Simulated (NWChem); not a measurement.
Species: C4H3ClO; SMILES o1cc(Cl)cc1

Results from NWChem. Pople sets run with spherical d functions. Coordinates come from a PBE0/def2-SVP optimisation. Vertical excitations in the gas phase.

Problem. Estimate the computed values for PBE/6-31+G*, full TDDFT. Quantities: lowest excitation, singlet (eV); oscillator strength of that lowest state; lowest state with f > 0.02, singlet (eV); oscillator strength of that bright state; orbital gap (eV).

Solution. 
```
Property                                  Result
----------------------------------------  ------
lowest excitation, singlet (eV)             5.48
oscillator strength of that lowest state   0.000
lowest state with f > 0.02, singlet (eV)    5.64
oscillator strength of that bright state   0.056
orbital gap (eV)                            4.73
```
